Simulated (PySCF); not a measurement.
PySCF 2.14 output of an unrestricted M06-2X calculation on a single atom or ion in pcseg-2 (6s4p3d2f1g, 56 functions), with no relativity, point nucleus:

```
SCF conv_tol = 1e-09
number electrons alpha = 14  beta = 12
    Y. Zhao and D. G. Truhlar.,  Theor. Chem. Acc. 120, 215 (2008)
    Y. Zhao and D. G. Truhlar.,  Theor. Chem. Acc. 120, 215 (2008)
cycle= 1 E= -1382.428415448  delta_E= -0.00235  |g|=  0.1  |ddm|= 0.0938
cycle= 2 E= -1382.42580889721  delta_E= 0.00261  |g|= 0.151  |ddm|= 0.0889
cycle= 3 E= -1382.43037640166  delta_E= -0.00457  |g|= 0.00187  |ddm|= 0.0543
cycle= 4 E= -1382.43037724313  delta_E= -8.41e-07  |g|= 0.000175  |ddm|= 0.000913
cycle= 5 E= -1382.43037726382  delta_E= -2.07e-08  |g|= 3.99e-05  |ddm|= 0.000189
cycle= 6 E= -1382.43037726437  delta_E= -5.53e-10  |g|= 1.63e-06  |ddm|= 2.78e-05
converged SCF energy = -1382.43037726437  <S^2> = 2.0058253  2S+1 = 3.003881
```

The run itself started from symmetry-adapted Hartree-Fock orbitals and held the occupation by maximum overlap, on a logarithmic radial grid, so the iterations belong to that start.

Q: Which element, charge and spin multiplicity is this?

A: Co⁺ (cobalt, charge +1), multiplicity 3; the state was [Ar] 3d8, high-spin 3F determinant.
